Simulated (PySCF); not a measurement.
Compound: C5H9NO.
Numbering: `[CH3:1][CH2:2]/[CH:3]=[CH:4]/[C:5]([NH2:6])=[O:7]` (hydrogens: H8, H9, H10 on C1; H11, H12 on C2; H13 on C3; H14 on C4; H15, H16 on N6)

The same species was optimised twice, with GFN2-xTB and with PBE0-D3(BJ)/def2-SVP (PySCF), and the same property calculations (PySCF, gas phase) were run on both structures.

```json
{"coordinate": "C4–C5 (Å)", "GFN2-xTB": "1.479", "PBE0-D3(BJ)/def2-SVP": "1.490", "change": "+0.011"}
{"coordinate": "C3=C4 (Å)", "GFN2-xTB": "1.329", "PBE0-D3(BJ)/def2-SVP": "1.337", "change": "+0.008"}
{"coordinate": "C1–C2 (Å)", "GFN2-xTB": "1.530", "PBE0-D3(BJ)/def2-SVP": "1.527", "change": "-0.003"}
{"coordinate": "C5=O7 (Å)", "GFN2-xTB": "1.214", "PBE0-D3(BJ)/def2-SVP": "1.217", "change": "+0.003"}
{"coordinate": "C5–N6 (Å)", "GFN2-xTB": "1.359", "PBE0-D3(BJ)/def2-SVP": "1.362", "change": "+0.003"}
{"coordinate": "C2–C3 (Å)", "GFN2-xTB": "1.489", "PBE0-D3(BJ)/def2-SVP": "1.491", "change": "+0.002"}
{"coordinate": "C1–C2–C3 (°)", "GFN2-xTB": "110.7", "PBE0-D3(BJ)/def2-SVP": "112.6", "change": "+1.9"}
{"coordinate": "C4–C5–O7 (°)", "GFN2-xTB": "124.0", "PBE0-D3(BJ)/def2-SVP": "123.2", "change": "-0.8"}
{"coordinate": "C3–C4–C5 (°)", "GFN2-xTB": "121.0", "PBE0-D3(BJ)/def2-SVP": "120.2", "change": "-0.8"}
{"coordinate": "N6–C5–O7 (°)", "GFN2-xTB": "121.6", "PBE0-D3(BJ)/def2-SVP": "122.3", "change": "+0.7"}
{"coordinate": "C2–C3–C4 (°)", "GFN2-xTB": "125.5", "PBE0-D3(BJ)/def2-SVP": "126.0", "change": "+0.5"}
{"coordinate": "C4–C5–N6 (°)", "GFN2-xTB": "114.3", "PBE0-D3(BJ)/def2-SVP": "114.5", "change": "+0.2"}
{"coordinate": "C1–C2–C3–C4 (°)", "GFN2-xTB": "-120", "PBE0-D3(BJ)/def2-SVP": "-120", "change": "0"}
{"coordinate": "C3–C4–C5–N6 (°)", "GFN2-xTB": "-179", "PBE0-D3(BJ)/def2-SVP": "-179", "change": "0"}
```

Rotational constants: A = 7424, B = 1143, C = 1054 MHz (GFN2-xTB) against A = 7454, B = 1128, C = 1040 MHz (PBE0-D3(BJ)/def2-SVP). Point groups within 0.08 Å: C1 and C1.

On the GFN2-xTB structure: lowest singlet, TDDFT (eV) 4.94 [CAM-B3LYP/def2-SVPD]; lowest triplet, Tamm–Dancoff (eV) 3.94 [CAM-B3LYP/def2-SVPD]; isotropic polarisability (au) 75.4 [CAM-B3LYP/def2-SVPD]; HOMO (eV) -8.85 [CAM-B3LYP/def2-SVPD]; LUMO (eV) 0.21 [CAM-B3LYP/def2-SVPD]; dipole (D) 3.75 [CAM-B3LYP/def2-SVPD]; HOMO (eV) -7.25 [PBE0/pcSseg-1]; LUMO (eV) -0.77 [PBE0/pcSseg-1]; dipole (D) 3.65 [PBE0/pcSseg-1]; GIAO shielding of C1 (ppm) 170.5 [PBE0/pcSseg-1]; GIAO shielding of C2 (ppm) 155.0 [PBE0/pcSseg-1]; GIAO shielding of C3 (ppm) 27.4 [PBE0/pcSseg-1]; GIAO shielding of C4 (ppm) 60.5 [PBE0/pcSseg-1]; GIAO shielding of C5 (ppm) 21.1 [PBE0/pcSseg-1]; GIAO shielding of N6 (ppm) 153.3 [PBE0/pcSseg-1]; GIAO shielding of O7 (ppm) -47.6 [PBE0/pcSseg-1].

Question: What do these properties become on the PBE0-D3(BJ)/def2-SVP structure?

Answer: 
```json
{"property": "lowest singlet, TDDFT (eV)", "level": "CAM-B3LYP/def2-SVPD", "on GFN2-xTB": "4.94", "on PBE0-D3(BJ)/def2-SVP": "4.96", "change": "+0.02"}
{"property": "lowest triplet, Tamm–Dancoff (eV)", "level": "CAM-B3LYP/def2-SVPD", "on GFN2-xTB": "3.94", "on PBE0-D3(BJ)/def2-SVP": "3.88", "change": "-0.06"}
{"property": "isotropic polarisability (au)", "level": "CAM-B3LYP/def2-SVPD", "on GFN2-xTB": "75.4", "on PBE0-D3(BJ)/def2-SVP": "76.4", "change": "+1.0"}
{"property": "HOMO (eV)", "level": "CAM-B3LYP/def2-SVPD", "on GFN2-xTB": "-8.85", "on PBE0-D3(BJ)/def2-SVP": "-8.88", "change": "-0.03"}
{"property": "LUMO (eV)", "level": "CAM-B3LYP/def2-SVPD", "on GFN2-xTB": "0.21", "on PBE0-D3(BJ)/def2-SVP": "0.20", "change": "-0.01"}
{"property": "dipole (D)", "level": "CAM-B3LYP/def2-SVPD", "on GFN2-xTB": "3.75", "on PBE0-D3(BJ)/def2-SVP": "3.71", "change": "-0.04"}
{"property": "energy, GFN2-xTB geometry as zero (kcal/mol)", "level": "CAM-B3LYP/def2-SVPD", "on GFN2-xTB": "0.0", "on PBE0-D3(BJ)/def2-SVP": "-0.5", "change": "-0.5"}
{"property": "HOMO (eV)", "level": "PBE0/pcSseg-1", "on GFN2-xTB": "-7.25", "on PBE0-D3(BJ)/def2-SVP": "-7.29", "change": "-0.04"}
{"property": "LUMO (eV)", "level": "PBE0/pcSseg-1", "on GFN2-xTB": "-0.77", "on PBE0-D3(BJ)/def2-SVP": "-0.78", "change": "-0.01"}
{"property": "dipole (D)", "level": "PBE0/pcSseg-1", "on GFN2-xTB": "3.65", "on PBE0-D3(BJ)/def2-SVP": "3.60", "change": "-0.05"}
{"property": "energy, GFN2-xTB geometry as zero (kcal/mol)", "level": "PBE0/pcSseg-1", "on GFN2-xTB": "0.0", "on PBE0-D3(BJ)/def2-SVP": "-0.4", "change": "-0.4"}
{"property": "GIAO shielding of C1 (ppm)", "level": "PBE0/pcSseg-1", "on GFN2-xTB": "170.5", "on PBE0-D3(BJ)/def2-SVP": "168.8", "change": "-1.7"}
{"property": "GIAO shielding of C2 (ppm)", "level": "PBE0/pcSseg-1", "on GFN2-xTB": "155.0", "on PBE0-D3(BJ)/def2-SVP": "154.0", "change": "-1.0"}
{"property": "GIAO shielding of C3 (ppm)", "level": "PBE0/pcSseg-1", "on GFN2-xTB": "27.4", "on PBE0-D3(BJ)/def2-SVP": "25.2", "change": "-2.2"}
{"property": "GIAO shielding of C4 (ppm)", "level": "PBE0/pcSseg-1", "on GFN2-xTB": "60.5", "on PBE0-D3(BJ)/def2-SVP": "57.7", "change": "-2.8"}
{"property": "GIAO shielding of C5 (ppm)", "level": "PBE0/pcSseg-1", "on GFN2-xTB": "21.1", "on PBE0-D3(BJ)/def2-SVP": "20.5", "change": "-0.6"}
{"property": "GIAO shielding of N6 (ppm)", "level": "PBE0/pcSseg-1", "on GFN2-xTB": "153.3", "on PBE0-D3(BJ)/def2-SVP": "152.3", "change": "-1.0"}
{"property": "GIAO shielding of O7 (ppm)", "level": "PBE0/pcSseg-1", "on GFN2-xTB": "-47.6", "on PBE0-D3(BJ)/def2-SVP": "-47.4", "change": "+0.2"}
```

The heavy atoms differ by 0.023 Å rms after alignment. Among bonds between heavy atoms C4–C5 changes most (+0.011 Å). Changes are differences of the printed values. Neither structure is proved a minimum here.

Shape of the structure used: `[CH3:1][CH2:2]/[CH:3]=[CH:4]/[C:5]([NH2:6])=[O:7]`: C1–C2–C3–C4 -120°, C3–C4–C5–N6 -179°, H–N6–C5–C4 0°, H–N6–C5–C4 180°.
